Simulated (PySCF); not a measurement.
How methods differ on the excitation energy of S²⁺

S²⁺ [Ne] 3s2 3p2 (3P) → S²⁺ [Ne] 3s1 3p2 3d1 (high-spin determinant), as a difference of total energies. Calculation: PySCF 2.14, in x2c-QZVPPall with one added diffuse shell each of s, p, d, f type (10s7p5d3f1g, 86 functions); the spin-free X2C one-electron Hamiltonian (Gaussian nucleus). Correlated levels: valence: [Ne] frozen; valence and next inner shell: 1s2 frozen. The calculations carry no spin-orbit coupling.

```tsv
method	excitation energy (eV)
UHF	22.249
LDA	22.910
PBE	22.737
PBE0	22.907
r2SCAN	22.434
BP86	22.778
B3LYP	23.358
wB97M-V	23.428
M06-2X	23.732
MP2 (valence)	23.427
SCS-MP2 (valence)	24.077
MP2 (valence and next inner shell)	23.616
SCS-MP2 (valence and next inner shell)	24.222
```

Question: How much does correlation contribute at MP2 (valence and next inner shell)?

Answer: 23.616 − (22.249) = 1.367 eV, measured against UHF.

A first-order spin-orbit estimate (lowest level to lowest level, LS coupling) adds 0.016 eV.

The promoted electron is Rydberg-like, and one or two diffuse shells describe it only roughly, which tends to raise the upper state.

The determinant of the upper state mixes LS terms, which raises its energy above the lowest term, most at the Hartree-Fock and MP2 levels.
